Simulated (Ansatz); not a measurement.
Species: GaBr3, charge -1, multiplicity 2. 
Geometry from a B3LYP-D3(BJ)/def2-TZVP (Ansatz, a program for electronic structure) optimisation:
```
Ga
Br 1 2.4616
Br 1 2.4616 2 108.79
Br 1 2.4616 2 108.79 3 118.37
```
Charge -1, spin multiplicity 2.

Basis-set convergence of Hartree-Fock and CCSD(T) correlation energies (hartree) with Ansatz. Correlated levels leave the core frozen unless marked. Open shells are spin-unrestricted. Spin-orbit coupling is left out. Frozen are the shells of the preceding noble gas and the d and f shells that filled before the atom's block. Non-relativistic. This anion needs diffuse functions, which these sets lack.

| basis | functions | E(HF) | E(corr, CCSD(T)) |
|---|---|---|---|
| cc-pVDZ | 108 | -9640.62134 | -0.43155 |
| cc-pVTZ | 172 | -9640.92698 | -0.61076 |
| cc-pVQZ | 272 | [?] | [?] |

### Question
Complete the blanks.

### Answer

- cc-pVQZ, E(HF): -9640.93917
- cc-pVQZ, E(corr, CCSD(T)): -0.67639
